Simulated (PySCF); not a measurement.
**Dipole response of Tl (thallium, neutral)**

[Xe] 4f14 5d10 6s2 6p1, 2P determinant. Calculation: PySCF 2.14, in x2c-TZVPPall with one added diffuse shell each of s, p, d, f type (12s8p7d4f, 99 functions); the spin-free X2C one-electron Hamiltonian (Gaussian nucleus). Coupled (time-dependent) response in atomic units; α is the mean over directions.

```
method  mean α (bohr³)         α xx, yy, zz  C₆ (like pair)  S(−4)
   UHF           76.79  56.28, 117.8, 56.28           839.3   3706
   PBE           83.40  58.45, 133.3, 58.45           874.1   5332
```

S(−4) is the Cauchy moment in α(ω) = α(0) + S(−4) ω² + …

Reference α: 50 ± 2 bohr³ (recommended; Schwerdtfeger and Nagle, table of static dipole polarizabilities (2023 update)). Published C₆: 509.0 (Gould and Bucko (2016)).

Spin-orbit coupling is absent.

α(iu) at UHF:

```csv
u (hartree),α(iu) (bohr³)
0,76.79
0.0500,68.94
0.100,54.81
0.200,34.50
0.300,23.78
0.500,13.84
0.750,8.765
1.00,6.310
1.50,3.912
2.00,2.724
3.00,1.558
5.00,0.7026
```

A single London oscillator, α(iu) = α/(1 + u²/ω²), gives C₆ = (3/4) ω α². Matching the computed C₆ needs ω = 4 × 839.3 / (3 × 76.79²) = 0.190 hartree.

The components differ because the open shell of this determinant is not spherical; for a pure term their mean is the scalar polarisability.

Spin-orbit coupling, absent here, splits the open shell strongly.
